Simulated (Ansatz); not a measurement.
A run for Ansatz (a quantum-chemistry and plane-wave program): U-B97M-V/def2-TZVPP on Cl (SMILES [Cl]).

Ansatz 0.2 input:
```yaml
crystal:
  periodic: [false, false, false]
  atoms:
    - {symbol: Cl, position_ang: [0.00000000, 0.00000000, 0.00000000]}
basis:
  gaussian:
    orbitals: def2-TZVPP
hamiltonian:
  xc: {name: B97M-V}
magnetization: {spin_polarized: true, initial_magnetization: 1}
```

It printed:

```
WARN ansatz: RAYON_NUM_THREADS=4 ignored (pool sized by the plan → 4); use --threads N
Functional definition: B97M-V
integrals: 0.01 GiB planned
294 factors; their error is unknown
mean field: 0.17 GiB planned
mean field evaluation 1: about -12517.8441 eV, gradient 5.0e0 eV
mean field evaluation 2: about -12517.9407 eV, gradient 1.8e0 eV
mean field evaluation 4: about -12517.9530 eV, gradient 4.9e-2 eV
mean field evaluation 8: about -12517.9450 eV, gradient 1.6e-3 eV
mean field evaluation 16: about -12517.9450 eV, gradient 3.8e-2 eV
mean field -12517.94498018 eV, -460.0259930539 hartree, gradient 3.5e-6 eV, S^2 0.754069; 1 other end points of the search recorded, 0 dependent functions left out
reference -12517.94500608 eV, -460.0259940056 hartree; 9, 8 occupied and 33, 34 virtual orbitals, 294 factors
Total energy: -12517.94500608 eV, -460.0259940056 hartree
```

Self-consistency was reached.

Cost: around 1.3 core-seconds (rough).
